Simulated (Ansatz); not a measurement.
Basis sets compared for Al4Au⁺ (the lowest singlet isomer of a short search). The state is a singlet with charge 1. Geometry PBE-D4/def2-SVP. Ansatz on 4 threads of AMD EPYC 7B13 on a shared host; times are rough, and most runs start from earlier orbitals.

```xyz
5

Au    0.1271   -0.5178   -1.2570
Al   -0.7147    0.1753    1.3787
Al    0.6916    1.9030   -0.4011
Al   -2.1019   -1.5519   -0.2389
Al    1.9979   -0.0086    0.5183
```

In the def2 sets Au takes a core potential; there is no spin–orbit coupling. The restricted singlet is unstable towards broken spin symmetry in Hartree–Fock (as tested in another run); at PBE-D4/def2-SVP, PBE-D4/def2-TZVP, PBE0-D4/def2-SVP, PBE0-D4/def2-TZVP this wasn't settled. No other spin state of charge 1 was run. The structure comes from a short search, and lower isomers may exist.

```
           level  functions  energy (Eh)  HOMO (eV)  LUMO (eV)  wall time
 PBE-D4/def2-SVP        104   -1104.4440      -8.51      -7.92      1.1 s
PBE0-D4/def2-SVP        104   -1104.4639      -9.13      -7.28      1.4 s
```

(1) Estimate the rows for PBE-D4/def2-TZVP (with forces), PBE0-D4/def2-TZVP.

## Answers

(1) 
```tsv
level	functions	energy (Eh)	HOMO (eV)	LUMO (eV)	wall time
PBE-D4/def2-TZVP (with forces)	188	-1104.8032	-8.42	-7.83	2.3 s
PBE0-D4/def2-TZVP	188	-1104.8187	-9.05	-7.17	2.8 s
```
